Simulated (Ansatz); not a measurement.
`FB([SiH3])[SeH]` + `[AlH3]` → H₂Se + `F[B]([AlH2])[SiH3]`  (redistribution)

Isolated molecules relaxed with PBE0-D4/def2-TZVP in Ansatz; ΔE leaves out vibrations. CCSD(T)/CBS is the MP2 limit (def2-TZVPP, def2-QZVPP) plus CCSD(T) − MP2 in def2-TZVPP, frozen cores. This one scheme is used for every species. Functionals use def2-TZVPP. B3LYP here is the variant with VWN-RPA as its local correlation; programs differ in this. For Se outer-core shells are correlated without core-valence functions, which leaves a few kJ/mol of doubt a bond. Scalar relativity is left out up to krypton. One conformer a species, not always the lowest.

```
         level  ΔE (kJ/mol)  difference from CCSD(T)/CBS
     r2SCAN-D4        122.1                          1.6
       PBE0-D4        115.6                         -4.9
       ωB97M-V        119.5                         -1.0
        r2SCAN        121.8                          1.3
          PBE0        113.9                         -6.6
         B3LYP        113.9                         -6.6
 HF/def2-TZVPP        116.0                         -4.5
MP2/def2-TZVPP        132.9                         12.4
 HF/def2-QZVPP        115.1                         -5.4
  HF/CBS(def2)        115.0                         -5.5
   CCSD(T)/CBS        120.5                            0
```

Largest T1 diagnostic among the species: 0.015.

In def2-TZVPP, CCSD(T) changes the Hartree–Fock value by +4.2 kJ/mol (the triples alone add +2.3 kJ/mol) and MP2 by +17.0 kJ/mol. The D4 term adds +3.6 kJ/mol with B3LYP and +1.7 kJ/mol with PBE0; it sums over pairs of atoms, weighted by their polarisabilities, and B3LYP, whose exchange is more repulsive, gets the larger term.
